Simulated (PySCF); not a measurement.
# RuH: frontier orbitals

PBE0 at R = 1.589 Å; H cc-pVDZ, Ru cc-pVDZ-PP with ECP28; scalar-relativistic core potentials (PySCF 2.14). State: ⁴Σ⁻ (quartet), unpaired electrons σ ↑, δ ↑↑. Only the outer orbitals are listed, counted within each symmetry, core potentials removing the inner ones.

```csv
spin,orbital,occ.,ε (eV),on H (%),main shells (%)
α,3σ,1,-8.91,34,"57 Ru d, 33 H s"
α,1δ,1,-8.01,0,100 Ru d
α,1δ,1,-8.01,0,100 Ru d
α,2π,1,-6.74,0,100 Ru d
α,2π,1,-6.74,0,100 Ru d
α,4σ,1,-6.11,12,"63 Ru s, 25 Ru d, 12 H s"
α,5σ,0,-1.48,14,"58 Ru p, 18 Ru s, 14 H s"
α,3π,0,-0.54,0,100 Ru p
α,3π,0,-0.54,0,100 Ru p
β,2σ,1,-48.44,0,100 Ru p
β,1π,1,-48.24,0,100 Ru p
β,1π,1,-48.24,0,100 Ru p
β,3σ,1,-8.38,52,"52 H s, 27 Ru d, 16 Ru s"
β,2π,1,-5.59,0,100 Ru d
β,2π,1,-5.59,0,100 Ru d
β,4σ,0,-2.08,-2,"74 Ru s, 25 Ru d"
β,1δ,0,-1.87,0,100 Ru d
β,1δ,0,-1.87,0,100 Ru d
```

Task: Which are the highest filled and the lowest empty level, where do they sit, and how wide is the gap?

Result: Highest filled β 2π at -5.59 eV (in %: 100 Ru d); lowest empty β 4σ at -2.08 eV (in %: 74 Ru s, 25 Ru d); the gap at PBE0 is 3.51 eV.

The bond order (Mayer) is 1.05 and the ⟨S²⟩ is 3.767. The charge on H (Mulliken, basis-dependent) is 0.00, the charge on H (Löwdin, basis-dependent) is -0.09 and the dipole moment (positive dipole means H(−)Ru(+)) is 2.19 D. The polarisability along the bond is 47.5 bohr³. The polarisability across the bond is 44.8 bohr³.

Shares are Mulliken populations and can fall outside 0 to 100 %.

Spin–orbit coupling is left out. The state is the lowest single determinant that the PBE0 search found; with open d or f shells the true ground state can be another one.
